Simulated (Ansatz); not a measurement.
Ansatz (a program for electronic structure) input for 4-methyl-2H-pyrrole (C5H7N), SMILES N1=CC(=CC1)C, PBE-D3(BJ)/def2-SVP. 

Ansatz 0.2 input:
```yaml
crystal:
  periodic: [false, false, false]
  atoms:
    - {symbol: C, position_ang: [0.02187499, -2.19489210, 0.00000000]}
    - {symbol: C, position_ang: [0.06457500, -0.70024469, 0.00000000]}
    - {symbol: C, position_ang: [1.12693034, 0.13727544, 0.00000000]}
    - {symbol: C, position_ang: [0.59657010, 1.54078141, 0.00000000]}
    - {symbol: N, position_ang: [-0.85641051, 1.43965354, -0.00000000]}
    - {symbol: C, position_ang: [-1.12365010, 0.18046883, -0.00000000]}
    - {symbol: H, position_ang: [-0.51440055, -2.57717741, 0.88524861]}
    - {symbol: H, position_ang: [-0.51440055, -2.57717741, -0.88524861]}
    - {symbol: H, position_ang: [1.03227162, -2.62855610, 0.00000000]}
    - {symbol: H, position_ang: [2.18220924, -0.13959743, 0.00000000]}
    - {symbol: H, position_ang: [0.92529518, 2.12453340, -0.88067413]}
    - {symbol: H, position_ang: [0.92529517, 2.12453340, 0.88067413]}
    - {symbol: H, position_ang: [-2.15919849, -0.18446651, -0.00000000]}
basis:
  gaussian:
    orbitals: def2-SVP
hamiltonian:
  xc: pbe
  dispersion: d3bj
relax: {f_tol: 0.002, max_steps: 200}
```

Program output:

```
WARN ansatz: RAYON_NUM_THREADS=1 ignored (pool sized by the plan → 1); use --threads N
Functional definition: PBE
integrals: 0.06 GiB planned
1368 factors; their error is unknown
mean field: 0.37 GiB planned
mean field evaluation 1: about -6763.9610 eV, gradient 6.3e1 eV
mean field evaluation 2: about -6753.6162 eV, gradient 8.9e1 eV
mean field evaluation 4: about -6774.4294 eV, gradient 1.0e1 eV
mean field evaluation 8: about -6774.6681 eV, gradient 2.8e-1 eV
mean field evaluation 16: about -6774.5834 eV, gradient 5.3e-4 eV
mean field -6774.58342942 eV, -248.9613490536 hartree, gradient 7.6e-6 eV, S^2 0.000000; 0 other end points of the search recorded, 0 dependent functions left out
the calculation of the forces begins
reference -6774.58346328 eV, -248.9613502980 hartree; 22, 22 occupied and 97, 97 virtual orbitals, 1368 factors
relax step   1: F+E_penalty+E_count = -6774.87272503 eV  Δ(F+E_penalty+E_count) = +0.000e0 eV  max|allowed force component| = 7.850e-1 eV/Å  Δτ_max = 0.0000 Å  (34 SCF iters, accepted)
these checks for a lower state are left out or cut short: starts, cluster_reference, orbital_swaps, neighbouring_geometries, increment
integrals: 0.06 GiB planned
1368 factors; their error is unknown
mean field: 0.37 GiB planned
mean field -6774.59788777 eV, -248.9618803880 hartree, gradient 1.4e-5 eV, S^2 0.000000; 0 other end points of the search recorded, 0 dependent functions left out
the calculation of the forces begins
reference -6774.59792169 eV, -248.9618816349 hartree; 22, 22 occupied and 97, 97 virtual orbitals, 1368 factors
relax step   2: F+E_penalty+E_count = -6774.88668833 eV  Δ(F+E_penalty+E_count) = -1.396e-2 eV  max|allowed force component| = 2.437e-1 eV/Å  Δτ_max = 0.0100 Å  (33 SCF iters, accepted)
these checks for a lower state are left out or cut short: starts, cluster_reference, orbital_swaps, neighbouring_geometries, increment
integrals: 0.06 GiB planned
1368 factors; their error is unknown
mean field: 0.37 GiB planned
mean field evaluation 32: about -6774.6834 eV, gradient 5.5e-1 eV
mean field -6774.59968291 eV, -248.9619463583 hartree, gradient 1.4e-5 eV, S^2 0.000000; 0 other end points of the search recorded, 0 dependent functions left out
the calculation of the forces begins
reference -6774.59971685 eV, -248.9619476057 hartree; 22, 22 occupied and 97, 97 virtual orbitals, 1368 factors
relax step   3: F+E_penalty+E_count = -6774.88828578 eV  Δ(F+E_penalty+E_count) = -1.597e-3 eV  max|allowed force component| = 3.785e-2 eV/Å  Δτ_max = 0.0036 Å  (33 SCF iters, accepted)
these checks for a lower state are left out or cut short: starts, cluster_reference, orbital_swaps, neighbouring_geometries, increment
integrals: 0.06 GiB planned
1368 factors; their error is unknown
mean field: 0.37 GiB planned
mean field -6774.59973241 eV, -248.9619481775 hartree, gradient 1.4e-5 eV, S^2 0.000000; 0 other end points of the search recorded, 0 dependent functions left out
the calculation of the forces begins
reference -6774.59976635 eV, -248.9619494247 hartree; 22, 22 occupied and 97, 97 virtual orbitals, 1368 factors
relax step   4: F+E_penalty+E_count = -6774.88832877 eV  Δ(F+E_penalty+E_count) = -4.299e-5 eV  max|allowed force component| = 1.168e-2 eV/Å  Δτ_max = 0.0006 Å  (34 SCF iters, accepted)
these checks for a lower state are left out or cut short: starts, cluster_reference, orbital_swaps, neighbouring_geometries, increment
integrals: 0.06 GiB planned
1368 factors; their error is unknown
mean field: 0.37 GiB planned
mean field -6774.59974480 eV, -248.9619486327 hartree, gradient 1.3e-5 eV, S^2 0.000000; 0 other end points of the search recorded, 0 dependent functions left out
the calculation of the forces begins
reference -6774.59977874 eV, -248.9619498799 hartree; 22, 22 occupied and 97, 97 virtual orbitals, 1368 factors
relax step   5: F+E_penalty+E_count = -6774.88833627 eV  Δ(F+E_penalty+E_count) = -7.503e-6 eV  max|allowed force component| = 3.034e-3 eV/Å  Δτ_max = 0.0011 Å  (34 SCF iters, accepted)
these checks for a lower state are left out or cut short: starts, cluster_reference, orbital_swaps, neighbouring_geometries, increment
integrals: 0.06 GiB planned
1368 factors; their error is unknown
mean field: 0.37 GiB planned
mean field -6774.59973872 eV, -248.9619484095 hartree, gradient 1.4e-5 eV, S^2 0.000000; 0 other end points of the search recorded, 0 dependent functions left out
the calculation of the forces begins
reference -6774.59977266 eV, -248.9619496566 hartree; 22, 22 occupied and 97, 97 virtual orbitals, 1368 factors
relax step   6: F+E_penalty+E_count = -6774.88833646 eV  Δ(F+E_penalty+E_count) = -1.890e-7 eV  max|allowed force component| = 2.160e-3 eV/Å  Δτ_max = 0.0003 Å  (33 SCF iters, accepted)
these checks for a lower state are left out or cut short: starts, cluster_reference, orbital_swaps, neighbouring_geometries, increment
integrals: 0.06 GiB planned
1368 factors; their error is unknown
mean field: 0.37 GiB planned
mean field evaluation 64: about -6774.6840 eV, gradient 4.2e-1 eV
mean field -6774.59974224 eV, -248.9619485386 hartree, gradient 1.4e-5 eV, S^2 0.000000; 0 other end points of the search recorded, 0 dependent functions left out
the calculation of the forces begins
reference -6774.59977617 eV, -248.9619497858 hartree; 22, 22 occupied and 97, 97 virtual orbitals, 1368 factors
relax step   7: F+E_penalty+E_count = -6774.88833681 eV  Δ(F+E_penalty+E_count) = -3.506e-7 eV  max|allowed force component| = 3.690e-4 eV/Å  Δτ_max = 0.0001 Å  (33 SCF iters, accepted)
integrals: 0.06 GiB planned
1368 factors; their error is unknown
mean field: 0.37 GiB planned
mean field evaluation 96: about -6774.5997 eV, gradient 1.6e-4 eV
mean field -6774.59974224 eV, -248.9619485386 hartree, gradient 1.4e-5 eV, S^2 0.000000; 1 other end points of the search recorded, 0 dependent functions left out
the calculation of the forces begins
reference -6774.59977618 eV, -248.9619497858 hartree; 22, 22 occupied and 97, 97 virtual orbitals, 1368 factors
Total energy: -6774.88837075 eV, -248.9725554408 hartree
Atom 0 at     0.021454    -2.199330     0.000000 Å, force     0.000020    -0.000131     0.000000 eV/Å
Atom 1 at     0.060379    -0.703778    -0.000000 Å, force    -0.000213    -0.000123    -0.000000 eV/Å
Atom 2 at     1.131348     0.141355    -0.000000 Å, force     0.000369     0.000043    -0.000000 eV/Å
Atom 3 at     0.594910     1.541516     0.000000 Å, force     0.000073     0.000127     0.000000 eV/Å
Atom 4 at    -0.859222     1.451030     0.000000 Å, force    -0.000175     0.000060    -0.000000 eV/Å
Atom 5 at    -1.125110     0.178966     0.000000 Å, force    -0.000154     0.000129     0.000000 eV/Å
Atom 6 at    -0.518894    -2.586917     0.889721 Å, force     0.000055     0.000002    -0.000086 eV/Å
Atom 7 at    -0.518894    -2.586917    -0.889721 Å, force     0.000055     0.000002     0.000086 eV/Å
Atom 8 at     1.038056    -2.636859     0.000000 Å, force    -0.000051     0.000007     0.000000 eV/Å
Atom 9 at     2.194243    -0.138069    -0.000000 Å, force     0.000010    -0.000011    -0.000000 eV/Å
Atom 10 at     0.929172     2.134749    -0.883065 Å, force    -0.000028    -0.000068     0.000076 eV/Å
Atom 11 at     0.929172     2.134749     0.883065 Å, force    -0.000028    -0.000068    -0.000076 eV/Å
Atom 12 at    -2.169653    -0.185362    -0.000000 Å, force     0.000066     0.000031     0.000000 eV/Å
Dipole moment:     0.301630    -0.332356     0.000000 e Å
```

The run converged.

Cost: very roughly 17 core-seconds.
